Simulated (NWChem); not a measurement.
Species: SnH$_{3}$Br; SMILES [Br][SnH3]

Results from NWChem. Medium grid unless said otherwise, to which SCAN and Minnesota functionals are sensitive. The geometry was optimised at PBE0/def2-SVP. def2 effective core potentials on Sn; no spin-orbit coupling. B3LYP is NWChem's, with the RPA form of VWN correlation.

For level B3LYP/def2-SVP:

```
Quantity                     Result
---------------------------  ------
highest occupied level (eV)   -7.68
orbital gap (eV)               6.49
```

Question: How do the values read with level MN15-L/def2-SVP instead?

Answer: 
- highest occupied level (eV) = -7.25
- orbital gap (eV) = 5.84
